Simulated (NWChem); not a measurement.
Molecule: C₅H₅F; SMILES C(C=C)=C=CF

```xyz
11

C     -0.2217     3.0074     0.1093
C     -0.3752     1.7193    -0.2259
C      0.4952     0.6553     0.2612
C      0.3725    -0.6206    -0.0478
C      0.2829    -1.8790    -0.3918
F     -0.4411    -2.7800     0.2797
H      0.5815     3.3295     0.7794
H     -0.8927     3.7798    -0.2732
H     -1.1866     1.4188    -0.8971
H      1.3091     0.9553     0.9372
H      0.7947    -2.3087    -1.2600
```
Atoms are numbered in this order, from 1.

Results from NWChem. Pople sets run with spherical d functions. STO-3G and 3-21G are far too small for this property and stand as cheap habits. The geometry was optimised at PBE0/def2-SVP. Field at 589 nm.

```
level           isotropic polarisability (bohr³)  anisotropy (bohr³)  relative time
--------------  --------------------------------  ------------------  -------------
B3LYP/STO-3G                                39.1                71.4              1
B3LYP/6-31G*                                62.2                92.6              5
B3LYP/def2-SVP                              65.4                91.3              4
```

Relative times are rough (shared machine, one core).
